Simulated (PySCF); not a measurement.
# How methods differ on the ionisation energy of Ti

Ti [Ar] 3d2 4s2 (3F) → Ti⁺ [Ar] 3d2 4s1 (4F), as a difference of total energies. Computed with PySCF 2.14 in aug-cc-pVDZ-DK (7s6p4d2f, 59 functions), with scalar relativity by spin-free X2C-1e. Correlated levels: valence: [Ar] frozen. The calculations carry no spin-orbit coupling.

```json
{"method": "UHF", "ionisation energy (eV)": "5.563", "error (eV)": "-1.265"}
{"method": "PBE0", "ionisation energy (eV)": "6.560", "error (eV)": "-0.268"}
{"method": "LDA", "ionisation energy (eV)": "6.914", "error (eV)": "+0.086"}
{"method": "MP2 (valence)", "ionisation energy (eV)": "6.313", "error (eV)": "-0.515"}
{"method": "SCS-MP2 (valence)", "ionisation energy (eV)": "6.467", "error (eV)": "-0.361"}
```

Reference: 6.828 eV (measured; NIST levels, between the centres of gravity of the two terms).

Errors of the correlated levels include the incompleteness of this basis and the frozen core.

MP2 underrates the near-degeneracy of ns² with np² in the lower species.
